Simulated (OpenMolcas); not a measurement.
# Lines of Ti III: computed and rescaled rates

| Item | Value |
| --- | --- |
| Program | OpenMolcas |
| Method | CASSCF |
| Basis | ANO-RCC-VTZP [6s5p3d2f1g] |
| Scalar Hamiltonian | DKH2, point nucleus |
| Active space | 2 electrons in 10 orbitals (3d 4d) |
| State averaging | 2S+1 = 3 even, 10 roots; 2S+1 = 1 even, 15 roots |
| Spin-orbit coupling | RASSI with atomic mean-field integrals over the reference wave functions, term energies averaged over their components |

Rates come from the transition moments of the reference wave functions (E1 and E2 in the length form). At fixed line strength A goes as λ^-3 for E1 and M1 and as λ^-5 for E2, so a rate at the computed wavelength can be rescaled to the measured one. Measured vacuum wavelengths follow from level energies in Corliss and Sugar, J. Phys. Chem. Ref. Data 8, 1 (1979). Branching counts decays inside the model space alone, at computed energies, and the table is only a selection of the E2 and M1 lines, drawn from those between levels with measured partners whose computed energy lies within a factor of 1.5 of the measured one.

```
  Upper    Lower  Type  λ computed (nm)  λ measured (nm)  A computed (s-1)  A rescaled (s-1)  Branching %
3d2 3F3  3d2 3F2    M1            51510            54080          1.89e-04          1.63e-04        100.0
3d2 3F4  3d2 3F3    M1            39480            42460          3.30e-04          2.65e-04        100.0
3d2 3P1  3d2 1D2    M1             4427             4695          1.46e-03                            1.2
3d2 3P2  3d2 1D2    M1             4173             4449          3.13e-03                            2.7
3d2 1G4  3d2 1D2    E2             1698             1688          5.03e-04          5.18e-04          3.5
3d2 1D2  3d2 3F4    E2            957.7             1242          2.02e-04                            0.9
3d2 1D2  3d2 3F3    M1              935             1206          1.39e-02                           64.6
3d2 1D2  3d2 3F2    M1            918.3             1180          7.38e-03                           34.2
3d2 3P2  3d2 3F4    E2            778.9            970.8          8.54e-02          2.84e-02         73.1
3d2 3P1  3d2 3F3    E2              772            959.8          7.77e-02          2.62e-02         64.2
3d2 3P0  3d2 3F2    E2            764.4            948.9          1.23e-01          4.17e-02        100.0
3d2 3P2  3d2 3F3    E2            763.9            949.1          2.45e-02          8.28e-03         20.9
3d2 3P1  3d2 3F2    E2            760.6            943.1          4.18e-02          1.43e-02         34.6
3d2 3P2  3d2 3F2    E2            752.7            932.7          3.73e-03          1.28e-03          3.2
3d2 1G4  3d2 3F4    M1            612.3            715.5          8.56e-03                           59.1
3d2 1G4  3d2 3F3    M1            602.9            703.6          5.38e-03                           37.1
3d2 1S0  3d2 3P1    M1            377.7            457.2          1.23e-01                            0.7
3d2 1S0  3d2 1D2    E2              348            416.6          1.79e+01          7.28e+00         98.8
```

Spin-changing lines and M1 lines between different terms are not rescaled, since their strength hangs on the term gaps too.

The largest correction is for 3d2 3P2 → 3d2 3F4 (E2): 8.54e-02 × (778.9 / 970.8)^5 = 2.84e-02 s-1, a factor of 0.33.

The computed rate and branching of 3d2 3F3 → 3d2 3F2 give the upper level a radiative lifetime of 1.000 / 1.89e-04 s-1 = 5.29e+03 s, counting decays inside the model space alone. The rescaled rate gives about 6.1e+03 s.

These are rates of the free ion; in crystals, glasses and complexes forced electric-dipole and non-radiative decay shorten such lifetimes by orders of magnitude. No measured rate stands beside these. Rescaling mends the energy factor alone: line strengths can still be far off where a level mixes with configurations outside the active space, and weak or spin-changing lines hang on small mixing coefficients that depend on the term gaps too, so rescaling need not improve them.

Without dynamic correlation excited terms often stand tens of per cent too high (terms of higher spin than the ground term too low), and those without a measured partner can miss by more than the paired ones. Active for correlation alone: 4d; no level in the range computed is led by a configuration that fills it, so any true level of that kind is missing. Computed and measured levels are paired by configuration, term and J; levels that our copy of the source lacks, or whose pairing is in doubt (as where it misses far off the trend of its configuration), stay unpaired. Only configurations of the active space appear.
